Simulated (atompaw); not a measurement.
# F (Z = 9): one change to a PAW (atompaw) potential, before and after

```json
{"Element": "F (Z = 9)", "Generator": "atompaw 4.2.0.5", "Type": "PAW", "Functional": "LDA (PW92)", "Relativity": "scalar-relativistic", "Frozen core": "[He]", "Valence charge": "7", "Reference configuration": "2s2 2p3 (charge +2)", "Partial waves": "2s (bound): rc 0.85 bohr; 2s channel at -4.1 Ry: rc 0.85 bohr; 2p (bound): rc 0.80 bohr; 2p channel at 0.05 Ry: rc 0.85 bohr", "Local potential": "ultrasoft scheme with l = 2 at 0.5 Ry, radius 0.65 bohr", "Core correction": "smooth core density matched at 0.65 bohr", "Augmentation charge": "besselshape compensation charge, radius 0.75 bohr; PAW radius 0.85 bohr; waves and projectors: custom rrkj gramschmidtortho"}
```

Change: wave 2s (bound): rc 0.85 bohr becomes 2s (bound): rc 0.84 bohr.

Cutoffs: the cutoffs (Ry, on a coarse ladder) from which the occupation-weighted sum of valence levels, in a spherical-Bessel basis at the reference potential, stays within 10 and 1 mRy of its value at 400 Ry; they do not see the model core or the augmentation charge, which bear on the density cutoff.

What does the change do?

The potential gets neither clearly harder nor softer (110 Ry and 180 Ry → 110 Ry and 180 Ry); a bound ghost appears in s, which as a rule spoils a file.

```csv
quantity,base,changed
"cutoff, loose",110 Ry,110 Ry
"cutoff, tight",180 Ry,180 Ry
loose cutoff by channel (10 mRy a level),"s 25 Ry, p 100 Ry","s 21 Ry, p 100 Ry"
bound ghosts,none,s
s: phases at 0.85 bohr within 0.05 rad from the reference energy up to (Ry; the scan ends near 5),to the end of the scan,to the end of the scan
p: phases at 0.85 bohr within 0.05 rad from the reference energy up to (Ry; the scan ends near 5),to the end of the scan,to the end of the scan
lowest overlap eigenvalue by channel,"s 0.52, p 0.79","s 0.30, p 0.79"
```

 A true bound ghost makes a file unfit for plane-wave use even where its test errors are small: the radial tests pick states by their node count and pass the ghost by. The cutoffs see the waves, projectors and local potential, not the compensation charge or the core.
